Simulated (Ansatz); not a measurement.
Relaxation of AlH8NSSi3 (14 atoms, charge 0, multiplicity 1), to a largest force component of 0.015 eV/Å in at most 40 steps.

Level of theory: RKS B3LYP-D4/STO-3G in Ansatz.

```xyz
14
Properties=species:S:1:pos:R:3:forces:R:3
N 1.058 -2.123 2.368 -0.46 1.99 1.75
Si 0.935 -0.303 2.168 -0.32 0.58 -0.35
Al 0.204 0.240 -0.033 0.10 0.66 -1.14
Si -0.393 -0.349 -2.221 -1.93 -2.02 2.13
Si -0.325 1.780 -1.749 0.40 0.76 2.34
S -2.241 2.726 -1.428 -0.73 -1.04 0.26
H 0.086 -2.442 2.131 0.13 -0.72 -0.51
H 1.695 -2.417 1.611 0.18 -0.82 -1.04
H -0.012 0.274 3.181 0.78 -0.67 -0.63
H 2.274 0.273 2.432 -0.65 -0.36 -0.05
H -1.829 -0.935 -2.225 1.93 0.51 -0.72
H 0.642 -0.914 -3.011 0.10 -0.55 -0.98
H 0.700 2.604 -2.365 -0.34 0.25 -0.29
H -2.808 1.559 -0.830 0.81 1.44 -0.77
```

Q: Where does it end, and by what steps?

A: The forces met the threshold. The force dipped under the threshold on the way, but the program's further checks kept it going. Limits of this set-up: minimal basis. After 14 steps the energy has fallen by 1.007 eV; H14 moved furthest, 0.59 Å.

```csv
step,energy less start (eV),largest force component (eV/Å),accepted
0,0.0000,2.339,yes
1,-0.8258,1.107,yes
2,-0.9198,0.519,yes
3,-0.9381,0.457,yes
4,-0.9686,0.419,yes
5,-0.9930,0.216,yes
6,-0.9997,0.103,yes
7,-1.0040,0.098,yes
8,-1.0053,0.054,yes
9,-1.0061,0.029,yes
10,-1.0064,0.038,yes
11,-1.0067,0.036,yes
12,-1.0069,0.034,yes
13,-1.0070,0.012,yes
14,-1.0071,0.012,yes
```

```xyz
14
Properties=species:S:1:pos:R:3
N 1.120 -2.102 2.496
Si 0.940 -0.355 2.092
Al 0.335 0.264 -0.062
Si -0.332 -0.445 -2.132
Si -0.479 1.763 -1.572
S -2.241 2.985 -1.638
H 0.220 -2.605 2.265
H 1.804 -2.545 1.823
H -0.024 0.148 3.053
H 2.219 0.238 2.437
H -1.577 -1.186 -2.230
H 0.479 -0.818 -3.276
H 0.534 2.532 -2.274
H -3.012 2.097 -0.953
```

Time of the run: 60 s on 1 CPU thread of a shared host.
